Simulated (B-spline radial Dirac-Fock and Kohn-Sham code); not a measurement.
Photoemission from La²⁺ at 12000 eV, detector at θ = 54.7°, φ = 0°

System: La²⁺, 1s2 2s2 2p6 3s2 3p6 3d10 4s2 4p6 4d10 5s2 5p6 5d1. Calculated with a radial B-spline solver, using Dirac-Hartree-Slater photoionisation with a Latter tail; cross sections with all multipoles, angular parameters from the dipole term and its interference with E2. Thresholds are orbital energies of the model. For linearly polarised light dσ/dΩ = σ/(4π) [1 + β P₂(cos θ) + (δ + γ cos²θ) sin θ cos φ], with θ from the polarisation vector and φ the angle between the beam and the projection of the electron momentum on the plane normal to the polarisation. The dipole factor is 1 + βP₂ and the non-dipole term is the rest of the bracket. Open shells are filled statistically over j.

| subshell | threshold (eV) | σ (kb) | β | γ | δ | dipole factor | non-dipole term | dσ/dΩ (kb/sr) |
| --- | --- | --- | --- | --- | --- | --- | --- | --- |
| 2s | 6255.4 | 6.12 | 1.99 | -0.01 | -0.001 | 1.002 | -0.003 | 0.487 |
| 2p1/2 | 5916.0 | 5.96 | 1.40 | 1.12 | 0.076 | 1.001 | +0.366 | 0.648 |
| 2p3/2 | 5496.8 | 9.68 | 1.47 | 1.26 | 0.078 | 1.001 | +0.406 | 1.08 |
| 3s | 1363.9 | 1.31 | 1.99 | 0.35 | 0.000 | 1.002 | +0.094 | 0.114 |
| 3p1/2 | 1218.2 | 0.980 | 1.34 | 1.39 | 0.068 | 1.001 | +0.435 | 0.112 |
| 3p3/2 | 1135.8 | 1.62 | 1.41 | 1.50 | 0.067 | 1.001 | +0.463 | 0.189 |
| 3d3/2 | 878.0 | 0.297 | 0.80 | 1.74 | 0.322 | 1.001 | +0.737 | 0.0411 |
| 3d5/2 | 860.2 | 0.399 | 0.74 | 1.69 | 0.345 | 1.001 | +0.743 | 0.0554 |
| 4s | 292.4 | 0.306 | 1.99 | 0.43 | 0.000 | 1.002 | +0.117 | 0.0273 |
| 4p1/2 | 237.9 | 0.207 | 1.33 | 1.43 | 0.067 | 1.001 | +0.445 | 0.0238 |
| 4p3/2 | 220.2 | 0.342 | 1.40 | 1.53 | 0.066 | 1.001 | +0.472 | 0.0401 |
| 4d3/2 | 129.9 | 0.0580 | 0.78 | 1.72 | 0.319 | 1.001 | +0.730 | 0.00799 |
| 4d5/2 | 126.7 | 0.0777 | 0.72 | 1.67 | 0.343 | 1.001 | +0.736 | 0.0107 |
| 5s | 56.66 | 0.0569 | 1.99 | 0.45 | 0.000 | 1.002 | +0.123 | 0.00509 |
| 5p1/2 | 41.29 | 0.0326 | 1.32 | 1.44 | 0.067 | 1.001 | +0.447 | 0.00376 |
| 5p3/2 | 38.50 | 0.0531 | 1.39 | 1.54 | 0.066 | 1.001 | +0.473 | 0.00623 |
| 5d3/2 | 18.15 | 0.000506 | 0.77 | 1.72 | 0.319 | 1.001 | +0.729 | 6.96e-05 |
| 5d5/2 | 17.88 | 0.000670 | 0.71 | 1.67 | 0.342 | 1.001 | +0.735 | 9.26e-05 |
